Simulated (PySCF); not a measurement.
## From computed data to an observable: oscillator strength and radiative lifetime

C2H5FN2Si, SMILES N[Si@@H]1C=N[C@@H]1F.

Geometry optimised at PBE-D3(BJ)/def2-SVP. The structure was generated by enumeration; whether it is a known compound was not checked. The values are those of a single conformer.

PySCF 2.14.0 with TDDFT-PBE/def2-SVPD puts the first singlet state with f over 0.02 at 6.40 eV (vertical), with the transition dipole (-0.439, -0.010, -0.092) in atomic units.

Find the oscillator strength, the wavelength and the radiative lifetime that this transition would have in vacuum if emission retraced absorption.


|μ|² = 0.2013 au, so |μ| = 1.14 D. ΔE = 6.40/27.211 = 0.2352 hartree. f = (2/3) ΔE |μ|² = 0.032 (the program prints 0.032).
λ = 1239.84/6.40 = 194 nm; ν = 51619 cm⁻¹.
Einstein's coefficient A = 0.6670 ν² f s⁻¹ (ν in cm⁻¹) = 5.6e7 s⁻¹, so τ = 1/A = 18 ns. This state is S9; the lower singlets have f = 0.001, 0.000, 0.003, 0.006, 0.001, 0.016, 0.013, 0.009. The figure is the radiative limit of this one transition; relaxation, internal conversion, crossing to triplets and a medium change what is measured.
